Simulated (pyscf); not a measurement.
# HO–SnH:, singlet

Gas-phase minimum from PySCF at ωB97X-D3(BJ)/def2-SVP, one conformer. Other isomers of HO–SnH: [singlet] were not searched in full and may lie lower. 

SMILES: [OH][SnH]
```xyz
4

O      1.6464    -0.6518     0.6634
Sn     0.8529     0.7027    -0.5656
H      0.9993    -1.2148     1.1053
H     -0.8382     0.1985    -0.2424
```
Charge 0, spin multiplicity 1.

Bonded distances (Å): O1–Sn2 1.994, O1–H3 0.965, Sn2–H4 1.794. Angles (°): Sn2–O1–H3 114.3, O1–Sn2–H4 94.2.

Properties at ωB97X-D3(BJ)/def2-SVP:

| Property | Value |
|---|---|
| Harmonic wavenumbers, unscaled | 538, 588, 626, 824, 1700, 3898 cm⁻¹ |
| Zero-point energy | 11.7 kcal/mol |
| Rotational symmetry number | 1 |
| Entropy of this conformer at 298 K and 1 atm, rigid rotor and harmonic oscillator, modes under 100 cm⁻¹ raised to 100 | 265.6 J/(mol K) |
| Dipole moment | 1.29 D |

Single-point totals, which compare only within one level (frozen core for MP2 and CC):

| level | total energy (hartree) |
|---|---|
| ωB97X-D3(BJ)/def2-TZVP | -290.84881 |
| PBE/def2-TZVP | -290.68505 |
| r²SCAN/def2-TZVP | -290.80710 |
| B3LYP-D3(BJ)/def2-TZVP | -290.84905 |
| PBE0-D3(BJ)/def2-TZVP | -290.68897 |
| M06-2X/def2-TZVP | -290.66437 |
| ωB97M-D3(BJ)/def2-TZVP | -290.81863 |
| HF/def2-TZVPP | -289.41617 |
| MP2/def2-TZVPP | -289.97549 |
| CCSD/def2-TZVPP | -289.97584 |
| CCSD(T)/def2-TZVPP | -289.99411 |

The CCSD(T) − MP2 part came from Ansatz, without density fitting, on the same reference. The frozen core leaves the outer d or s,p core shells of the metals and heavy elements correlated in the MP2 and CC values, and def2-TZVPP describes them poorly, so these totals are far from the basis limit. Elements past Kr carry the def2 core potentials, without spin-orbit coupling.
